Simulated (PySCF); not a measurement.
## Spinor energies of Xe⁴¹⁺ (xenon, charge +41)

Start: [Ne] 3s2 3p1; 3p1/2 filled at m_j = +1/2. Calculated with PySCF 2.14 in an uncontracted even-tempered set (18 s from 8.9 bohr⁻², ratio 2.4; 14 p from 12 bohr⁻², ratio 2.4; 4 d from 40 bohr⁻², ratio 2.6; 4 f from 59 bohr⁻², ratio 2.6): generalised Hartree-Fock with the X2C-1e Hamiltonian and a Gaussian nucleus; one run each with spin-orbit coupling (SO) switched off, then screened by Boettger's factors.

| spinor shell | electrons | ε, spin-free (eV) | ε, screened SO (eV) | weight of nominal j (screened SO) | rms radius, screened SO (bohr) |
| --- | --- | --- | --- | --- | --- |
| 1s1/2 | 2 | -37350.1 | -37344.2 | 1.000 | 0.0305 |
| 2s1/2 | 2 | -7980.1 | -7977.5 | 1.000 | 0.122 |
| 2p1/2 | 2 | -7427.2 | -7662.5 | 1.000 | 0.105 |
| 2p3/2 | 4 | -7427.2 | -7319.4 | 1.000 | 0.110 |
| 3s1/2 | 2 | -3163.7 | -3162.7 | 1.000 | 0.292 |
| 3p1/2 | 1 | -3012.9 | -3071.2 | 1.000 | 0.279 |

```json
{"quantity": "E (hartree)", "spin-free": "-5915.24935", "screened SO": "-5919.38574"}
{"quantity": "M_J", "spin-free": "1/2", "screened SO": "1/2"}
{"quantity": "⟨J²⟩", "spin-free": "1.096", "screened SO": "0.751"}
{"quantity": "⟨L²⟩", "spin-free": "2.003", "screened SO": "2.009"}
{"quantity": "⟨S²⟩", "spin-free": "0.751", "screened SO": "0.758"}
```

Each row is a mean over spinors that exchange with the open shell spreads, by up to 13.338 eV (2p1/2).

Breit and QED terms are absent; they matter most for the inner s and p1/2 levels.

Densities and radii are taken from the X2C orbitals without a picture-change correction, which distorts them close to the nucleus.

Without spin-orbit coupling the j labels of p, d and f shells carry no meaning; the spin-free column gives the mean over the occupied spinors of each nl shell, and its ⟨J²⟩ belongs to a mixture of degenerate components.
